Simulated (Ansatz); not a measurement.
`[Br][GeH]([Br])[Br]`, charge 0, multiplicity 1.

Task: Give a relaxed structure at PBE0-D4/def2-TZVP (Ansatz). (Estimate.)

Result: Computed: 
Z-matrix (Å, degrees):
```
Ge
Br 1 2.285
Br 1 2.285 2 109.1
Br 1 2.285 2 109.1 3 -119.0
H 1 1.528 2 109.9 3 120.5
```
Point group C3v.
